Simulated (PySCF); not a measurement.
## [WO3(OH)]− at several levels of theory

Computed with PySCF 2.14.0 (density fitting, no spin-orbit coupling) at the geometry relaxed with r2SCAN:

```xyz
6
[WO3(OH)]− (singlet)
W     0.0084   -0.0084   -0.0601
O     0.9412    1.0788    0.9606
O    -1.0788   -0.9412    0.9606
O     1.0774   -1.0774   -0.9564
O    -1.0448    1.0448   -1.3286
H    -1.6624    1.6624   -0.9170
```

| level | basis | state | HOMO (eV) | gap (eV) | charge on W1 (e) | dipole about the centre of mass (D) | largest force component (eV/Å) |
| --- | --- | --- | --- | --- | --- | --- | --- |
| r2SCAN | W def2-SVP with ECP60, O def2-SVP, H def2-SVP | singlet | -1.50 | 5.43 | 0.89 | 3.28 | 0.03 |
| B3LYP | the same | singlet | -2.42 | 6.39 | 0.85 | 3.28 | 0.17 |
| TPSSh | the same | singlet | -1.84 | 5.86 | 0.89 | 3.27 | 0.12 |
| PBE0 | the same | singlet | -2.75 | 7.04 | 0.91 | 3.32 | 0.39 |
| BLYP | the same | singlet | -0.91 | 4.46 | 0.64 | 3.17 | 0.63 |
| r2SCAN | W def2-TZVP with ECP60, O def2-TZVP, H def2-TZVP | singlet | -1.71 | 5.38 | 1.40 | 3.24 | 0.17 |

Charges are Mulliken's, which hang on the basis. The relaxation used the grid (50, 194), these runs (75, 302) or, all-electron (x2c bases, spin-free X2C Hamiltonian), (99, 590).

**Question.** What does r2SCAN with W x2c-SVPall, O x2c-SVPall, H x2c-SVPall give here?

**Answer.** state singlet, HOMO (eV) -1.67, gap (eV) 5.19, charge on W1 (e) 0.78, dipole about the centre of mass (D) 3.18, largest force component (eV/Å) 0.66. Time: 36 s on 2 threads of Arm Neoverse V1, with other jobs on the host, from free ions and atoms.

In the first row's basis the gap widens with exact exchange: 4.5 to 5.4 eV for BLYP, r2SCAN (none); 5.9 to 7.0 eV for TPSSh, B3LYP, PBE0 (a fixed share).

No frequency check is given that shows the relaxed geometry to be a minimum.
